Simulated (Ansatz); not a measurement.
C₄H₉F₃NV (`CC(C)(C)[N]=[V]([F])([F])[F]`), relaxed with RKS PBE-D4/def2-SVP in Ansatz 0.2.0 from a rough embedded geometry. The force threshold is 0.03 eV/Å; the program also tests the step.

Total charge 0; spin multiplicity 1.

Start:

```xyz
18

C    -1.549    1.207    0.664
C    -0.330    0.394    0.125
C    -0.377    0.416   -1.390
C     0.988    0.961    0.525
N    -0.471   -0.945    0.604
V     0.739   -2.312    0.167
F     0.735   -2.637   -1.749
F     0.156   -3.938    0.999
F     2.512   -1.936    0.795
H    -2.464    0.781    0.365
H    -1.459    1.205    1.812
H    -1.426    2.256    0.321
H    -1.276   -0.081   -1.738
H    -0.360    1.424   -1.780
H     0.467   -0.141   -1.835
H     1.889    0.413    0.122
H     1.117    0.898    1.679
H     1.109    2.035    0.312
```

By how much does the energy fall, and how many steps does the optimiser take? (An estimate is asked.)

The calculation gave: 272.92 kJ/mol, in 12 steps, 1 of them rejected.

Which bonds change most? (Estimate.)

Ansatz gave: N5–V6 from 1.877 to 1.617 Å; V6–F7 from 1.943 to 1.736 Å; V6–F9 from 1.918 to 1.736 Å; V6–F8 from 1.917 to 1.736 Å.

Give the relaxed structure. (An estimate is asked.)

Ansatz gave: 
```xyz
18

C    -1.385    0.768    0.744
C    -0.105    0.451   -0.056
C    -0.325    0.698   -1.563
C     1.088    1.278    0.467
N     0.205   -0.944    0.127
V     0.568   -2.508    0.322
F     0.548   -3.249   -1.248
F    -0.637   -3.201    1.363
F     2.147   -2.592    1.039
H    -2.233    0.151    0.387
H    -1.234    0.561    1.822
H    -1.651    1.838    0.624
H    -1.162    0.080   -1.942
H    -0.566    1.766   -1.740
H     0.586    0.442   -2.139
H     2.012    1.027   -0.090
H     1.263    1.074    1.541
H     0.882    2.360    0.341
```
